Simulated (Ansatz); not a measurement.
`[F][Ti]([F])([F])[Cl]` + H₂Se → `[F][Ti]([F])([Cl])[SeH]` + H–F at 298.15 K and 1 bar (ligand exchange at a Ti–F bond).

Gas-phase electronic energies from Ansatz, PBE0-D4/def2-TZVP geometries. CCSD(T)/CBS adds triple-zeta CCSD(T) − MP2 to the extrapolated MP2 energy (def2 sets, frozen cores). This one scheme is used for every species. For Se, Ti outer-core shells are correlated without core-valence functions, which leaves a few kJ/mol of doubt a bond. Scalar relativity is left out up to krypton. One conformer a species, not always the lowest.

```
                  species  CCSD(T)/CBS energy (Eh)  H − E (kJ/mol)  S (J/(mol·K))
  `[F][Ti]([F])([F])[Cl]`              -1608.34854            41.6          329.6
                     H₂Se              -2401.89790            45.8          219.1
`[F][Ti]([F])([Cl])[SeH]`              -3909.82967            59.7          380.4
                      H–F               -100.39570            33.5          173.6
```

H − E and S are ideal-gas, rigid-rotor, harmonic terms from PBE0-D4/def2-TZVP, for one conformer and one mirror image of each species. 1 Eh = 2625.50 kJ/mol, R = 8.31446 J/(mol·K).

Q: By hand: ΔE, ΔH, ΔS and ΔG.

A: ΔE = (-3909.82967) + (-100.39570) − (-1608.34854) − (-2401.89790) = 0.02107 Eh = 55.3 kJ/mol. Δ(H − E) = 59.7 + 33.5 − 41.6 − 45.8 = 5.8, so ΔH = 61.1 kJ/mol. ΔS = 380.4 + 173.6 − 329.6 − 219.1 = 5.3 J/(mol·K). ΔG = 61.1 − 298.15 × (5.3)/1000 = 59.5 kJ/mol.

Q: By hand: the equilibrium constant, and the temperature at which ΔG would vanish if ΔH and ΔS stayed fixed.

A: log₁₀ K = −ΔG/(RT ln 10) = -10.4. ΔG = 0 at ΔH/ΔS = 11528 K, far beyond where these terms or the molecules hold.

The number of gas molecules stays the same, so ΔS is small and ΔH decides. A doubt of 5 kJ/mol in ΔE shifts log₁₀ K by 0.9 here. Other conformers and mirror images would add mixing entropy, several J/(mol·K) or more a flexible species. These are equilibria of isolated gas molecules and say nothing of rates. Largest T1 diagnostic: 0.024 (customary marks: 0.02 for closed shells, 0.045 for open ones).
